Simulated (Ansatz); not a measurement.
Worked example: CH8O3Si2 → SiH(CH3)(OH) + SiH2(OH)O

Species: CH8O3Si2 `C[SiH](O)O[SiH2]O`, singlet; SiH(CH3)(OH), doublet; SiH2(OH)O, doublet. 

Shapes, held fixed at every level: PBE0-D4/def2-TZVP. Flexible molecules stand in one conformer, not always the lowest. Programs: Ansatz 0.2.0. Electronic energies: no zero-point or thermal term.

At CCSD(T)/CBS estimate; 1 Eh = 2625.50 kJ/mol:

| species | energy (Eh) |
| --- | --- |
| CH8O3Si2 | -846.768968 |
| SiH(CH3)(OH) | -405.312132 |
| SiH2(OH)O | -441.225957 |

Work out ΔE of the reaction at this level.


1. Products less reactants: (-405.312132) + (-441.225957) − [(-846.768968)] = 0.230879 Eh = +606.2 kJ/mol.

Other levels give +466.2 (HF/def2-TZVPP) to +628.9 kJ/mol (MP2/def2-TZVPP). No measured value is set beside it here. Open shells run unrestricted. The CBS estimate extrapolates MP2 from def2-TZVPP and def2-QZVPP and adds CCSD(T) − MP2 in the triple-zeta set, cores frozen. The median of the other levels is +588.3 kJ/mol.
